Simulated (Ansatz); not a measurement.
Diatomic BeN, multiplicity 4 (lowest of 2S+1 = 2, 4 at CCSD(T)/def2-TZVPP on PBE0 minima; our sources give no spin for the ground state, which may be another).

```
level                 bond energy D_e (eV)
--------------------  --------------------
SVWN5/def2-TZVPP                     2.412
PBE/def2-TZVPP                       2.217
r2SCAN/def2-TZVPP                    2.063
B97M-V/def2-TZVPP                    1.740
B3LYP/def2-TZVPP                     2.013
PBE0/def2-TZVPP                      2.011
BHLYP/def2-TZVPP                     1.789
CAM-B3LYP/def2-TZVPP                 2.002
wB97X-V/def2-TZVPP                   1.841
wB97M-V/def2-TZVPP                   1.709
B2PLYP/def2-TZVPP                    1.816
CCSD/aug-cc-pVTZ                     1.312
CCSD/def2-TZVPP                      1.178
CCSD/aug-cc-pVQZ                     1.405
CCSD/def2-QZVPP                      1.386
CCSD(T)/aug-cc-pVTZ                  1.409
CCSD(T)/def2-TZVPP                   1.257
CCSD(T)/aug-cc-pVQZ                  1.506
CCSD(T)/def2-QZVPP                   1.477
```

The rows run from 1.178 (CCSD/def2-TZVPP) to 2.412 eV (SVWN5/def2-TZVPP). From def2-TZVPP to def2-QZVPP CCSD(T) changes by 0.220. The 11 functionals in def2-TZVPP without D3 or D4 span 0.703, from wB97M-V to SVWN5.

D_e counts from the fitted minimum to each atom's lowest state at the same level, without counterpoise.

Correlated levels freeze the inner cores; with def2 sets outer-core shells near the valence are correlated too.

Run with Ansatz (Gaussian basis) for Hartree–Fock, density functionals and correlated methods.

Ansatz is a program for electronic structure.
